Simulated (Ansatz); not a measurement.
Start from `[SiH3][CH]1[NH][GeH2]1` and change one atom or group to get `S[CH]1[NH][GeH2]1`.

Ansatz, PBE0-D4/def2-TZVP geometries, multiplicity 1. Each molecule was computed in one conformer, which needn't be the lowest.

Scalar relativity is left out up to krypton.

```tsv
property	`[SiH3][CH]1[NH][GeH2]1`
HOMO–LUMO gap (B3LYP/def2-TZVPP) / eV	5.67
LUMO energy (ωB97M-V/def2-TZVPP) / eV	1.45
size of the dipole moment (B3LYP/def2-TZVPP) / D	2.11
size of the dipole moment (ωB97M-V/def2-TZVPP) / D	2.21
HOMO energy (PBE0/def2-TZVPP) / eV	-6.45
HOMO–LUMO gap (PBE/def2-TZVPP) / eV	4.17
```

(1) What does the change do to each property? (Estimate.)

Results:

(1) Computed: 
```
                                          property  `S[CH]1[NH][GeH2]1`  shift
             HOMO–LUMO gap (B3LYP/def2-TZVPP) / eV                 5.29  -0.38
             LUMO energy (ωB97M-V/def2-TZVPP) / eV                 1.29  -0.16
  size of the dipole moment (B3LYP/def2-TZVPP) / D                 2.29   0.18
size of the dipole moment (ωB97M-V/def2-TZVPP) / D                 2.42   0.21
                HOMO energy (PBE0/def2-TZVPP) / eV                -6.28   0.17
               HOMO–LUMO gap (PBE/def2-TZVPP) / eV                 3.84  -0.33
```

With PBE0 the HOMO rises by 0.17 eV and the LUMO falls by 0.22 eV, so the gap narrows by about 0.39 eV. PBE moves the HOMO by 0.11 eV and ωB97M-V by 0.22 eV. Dipoles are sizes alone; their direction can turn.

B3LYP here is the variant with VWN-RPA as its local correlation; programs differ in this.
